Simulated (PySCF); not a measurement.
PySCF 2.14 output of an unrestricted r2SCAN calculation on a single atom or ion in x2c-QZVPPall with one added diffuse shell each of s, p, d, f type (14s10p8d5f1g, 128 functions), with the spin-free X2C one-electron Hamiltonian (Gaussian nucleus):

```
SCF conv_tol = 1e-09
number electrons alpha = 25  beta = 23
    J. W. Furness, A. D. Kaplan, J. Ning, J. P. Perdew, and J. Sun.,  J. Phys. Chem. Lett. 11, 8208-8215 (2020)
    J. W. Furness, A. D. Kaplan, J. Ning, J. P. Perdew, and J. Sun.,  J. Phys. Chem. Lett. 11, 9248-9248 (2020)
    J. W. Furness, A. D. Kaplan, J. Ning, J. P. Perdew, and J. Sun.,  J. Phys. Chem. Lett. 11, 8208-8215 (2020)
    J. W. Furness, A. D. Kaplan, J. Ning, J. P. Perdew, and J. Sun.,  J. Phys. Chem. Lett. 11, 9248-9248 (2020)
cycle= 1 E= -5880.09793047033  delta_E= -0.019  |g|= 0.0394  |ddm|= 0.389
cycle= 2 E= -5880.09806560237  delta_E= -0.000135  |g|= 0.0173  |ddm|= 0.0413
cycle= 3 E= -5880.0980793748  delta_E= -1.38e-05  |g|= 0.00462  |ddm|= 0.00815
cycle= 4 E= -5880.09808212181  delta_E= -2.75e-06  |g|= 0.00142  |ddm|= 0.00448
cycle= 5 E= -5880.09808249677  delta_E= -3.75e-07  |g|= 0.000136  |ddm|= 0.00201
cycle= 6 E= -5880.09808250978  delta_E= -1.3e-08  |g|= 2.45e-05  |ddm|= 0.000718
cycle= 7 E= -5880.09808251053  delta_E= -7.53e-10  |g|= 4.63e-06  |ddm|= 0.000277
converged SCF energy = -5880.09808251053  <S^2> = 2.0054588  2S+1 = 3.003637
```

The run itself started from symmetry-adapted Hartree-Fock orbitals and held the occupation by maximum overlap, on a logarithmic radial grid, so the iterations belong to that start.

Problem. Which element, charge and spin multiplicity is this?

Solution. In⁺ (indium, charge +1), multiplicity 3; the state was [Kr] 4d9 5s2 5p1, one real determinant (an excited configuration).

⟨L²⟩ = 8.02 against 12 for a pure F term, so this real determinant mixes terms.
